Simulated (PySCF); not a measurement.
# ECD: `CC=C=C(C)[Se]C`, C$_{6}$H$_{10}$Se

Cartesian coordinates in Å; atom numbers follow the order of the lines, from 1:
```xyz
17

C    -2.3377   -0.9540    0.3281
C    -1.2756   -0.3778   -0.5588
C    -0.2909    0.3595   -0.1345
C     0.6966    1.0566    0.3298
C     0.7311    2.5431    0.5028
Se    2.3512    0.1706    0.8656
C     1.8358   -1.6621    0.4625
H    -2.1653   -0.6807    1.3664
H    -2.3452   -2.0409    0.2424
H    -3.3182   -0.5888    0.0233
H    -1.3808   -0.5885   -1.6173
H     1.5388    2.9686   -0.0934
H    -0.2139    2.9837    0.1935
H     0.9188    2.7899    1.5482
H     0.9375   -1.9075    1.0236
H     2.6584   -2.3053    0.7627
H     1.6524   -1.7543   -0.6053
```

Level of theory: TDDFT BHandHLYP/aug-cc-pVDZ circular dichroism and optical rotation, one conformer, gas phase in PySCF. Geometry: GFN2-xTB.

The calculation is non-relativistic, which matters for the atoms heavier than Zn. No stereocentre is labelled: unless the shape is locked (an allene, a helicene, a hindered biaryl), the mirror image is equally populated and a measured rotation or CD is zero.

Task: Which excitations and rotatory strengths does the calculation give?

Result: Rotatory strengths R in 10⁻⁴⁰ esu² cm², velocity form and length form (origin at the centre of mass); f in length form.
```csv
state,E (eV),λ (nm),f,R (velocity),R (length),main
1,4.26,291,0.0004,+0.5,+0.5,"HOMO→LUMO+1 0.39, HOMO→LUMO+4 0.26"
2,5.09,243,0.006,+24.6,+24.7,"HOMO→LUMO 0.52, HOMO→LUMO+4 0.18"
3,5.26,236,0.021,-14.8,-14.9,"HOMO→LUMO+2 0.28, HOMO→LUMO+1 0.23"
4,5.67,219,0.108,-32.6,-33.0,"HOMO→LUMO+2 0.43, HOMO→LUMO+3 0.14"
5,5.88,211,0.006,+7.9,+8.2,"HOMO→LUMO+3 0.53, HOMO→LUMO+4 0.23"
6,5.98,207,0.003,-2.5,-2.8,"HOMO→LUMO+1 0.21, HOMO→LUMO+5 0.09"
7,6.05,205,0.003,+14.4,+14.7,"HOMO−1→LUMO 0.38, HOMO−1→LUMO+12 0.13"
8,6.16,201,0.010,-4.0,-3.9,"HOMO→LUMO+8 0.24, HOMO→LUMO+6 0.10"
9,6.37,195,0.014,+16.3,+16.3,"HOMO→LUMO+7 0.24, HOMO→LUMO+10 0.12"
10,6.45,192,0.066,+20.8,+21.2,"HOMO→LUMO+8 0.23, HOMO→LUMO+6 0.22"
11,6.50,191,0.043,-21.5,-22.1,"HOMO→LUMO+5 0.33, HOMO→LUMO+6 0.20"
12,6.52,190,0.342,+40.8,+41.7,"HOMO−1→LUMO+1 0.27, HOMO→LUMO+8 0.20"
```

Among the states computed, the strongest CD band (largest |R|) is state 12. The largest dissymmetry factor in size, g = 4R/(D+G), with D and G the electric and magnetic dipole strengths, is +0.048 for state 7 (velocity form, f = 0.003), among bands with |R| over 0.5. The mirror image has the same energies and oscillator strengths and all R with the opposite sign.
